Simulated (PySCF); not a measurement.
## Peak assignment

Bonds (- single, = double, # triple, : aromatic): Si1-O2, O2-C3, C3:C4, C4:C5, C5:C6, C6-S7, C6:C8, C8:C9, C9:C3. Si1 carries H10, H11, H12; C4 carries H13; C5 carries H14; S7 carries H15; C8 carries H16; C9 carries H17.

PySCF 2.14.0 with density-fitted response routines calculation with PBE0-D3(BJ)/def2-SVP geometry and GIAO PBE0/pcSseg-1 shieldings; one conformer, equivalent nuclei averaged, in vacuum, non-relativistic Hamiltonian.

δ = σ(ref) − σ, references computed at the same level: ¹³C and ¹H vs TMS.

Q: Assign these signals to the numbered atoms. ¹³C{¹H} NMR (computed): δ 158.9 (C), 133.2 (C), 132.1 (CH), 122.3 (CH).

A: 
| δ (ppm) | atoms | environment | reason |
| --- | --- | --- | --- |
| 158.9 | C3 | aromatic carbon bearing oxygen | an ipso carbon deshielded by its heteroatom |
| 133.2 | C6 | aromatic carbon bearing sulfur | – |
| 132.1 | C5/C8 | aromatic CH | the aromatic region |
| 122.3 | C4/C9 | aromatic CH | – |

C6 and C5/C8 lie closer than the usual error of such a calculation, so a measured spectrum could show them in the other order.

Q: Assign these signals to the numbered atoms. ¹H NMR (400 MHz, computed): δ 7.01 (d, 2H), 6.78 (d, 2H), 5.01 (s, 3H), 3.42 (br s, 1H).

A: 
7.01 → H14/H16, hydrogen on an aromatic CH: ring-current deshielding
6.78 → H13/H17, hydrogen on an aromatic CH
5.01 → H10/H11/H12, hydrogen on a silicon bonded to O
3.42 → H15, hydrogen on a thiol sulfur: exchangeable, gas-phase position

OH and NH positions are those of a molecule without intermolecular hydrogen bonds; in solution they move with solvent, concentration and temperature, and exchange usually removes their couplings. Shifts are as computed. Against solution values, carbons near 30 ppm lie about +2 ppm off and those near 130 ppm about +5 ppm; carbons on S a further +3 ppm. Of 1309 compounds with measured shifts, 239 miss one by over three times the rms of a fit or turn the order of signals round; such compounds aren't used in these exercises. No couplings were computed; multiplicities are counted from neighbouring protons, with m where these are inequivalent, close in shift, in a saturated or five-membered ring or joined by F or P, and br s for small geminal =CH2 splittings.
